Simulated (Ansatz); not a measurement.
`[SiH3]O[Si]1(Cl)CO1` + `B[SiH2]C` → `C[SiH2]B[SiH3]` + `O[Si]1(Cl)CO1`  (formal exchange of groups at the Si–O bond)

Calculated with Ansatz (gas phase, PBE0-D4/def2-TZVP geometries, no zero-point term in ΔE). CBS: MP2 limit from def2 TZ/QZ plus the TZ coupled-cluster correction, frozen cores. Functionals use def2-TZVPP. Each species was taken in one conformer, which may not be the lowest.

CCSD(T)/CBS gives +1.14 eV.

**Question.** Another level gave +1.19 eV. Which?
A. ωB97X-V/def2-TZVPP
B. PBE-D4/def2-TZVPP
C. B2PLYP/def2-TZVPP
D. r2SCAN-D4/def2-TZVPP

**Answer.** C. B2PLYP 1.19, PBE-D4 0.86, r2SCAN-D4 1.05, ωB97X-V 1.12 eV.

Largest T1 diagnostic among the species: 0.013.

In def2-TZVPP, CCSD(T) changes the Hartree–Fock value by −0.32 eV (the triples alone add −0.04 eV) and MP2 by −0.25 eV. From PBE to PBE0 (25 % exact exchange), in def2-TZVPP and without D4, ΔE moves by +0.10 eV.
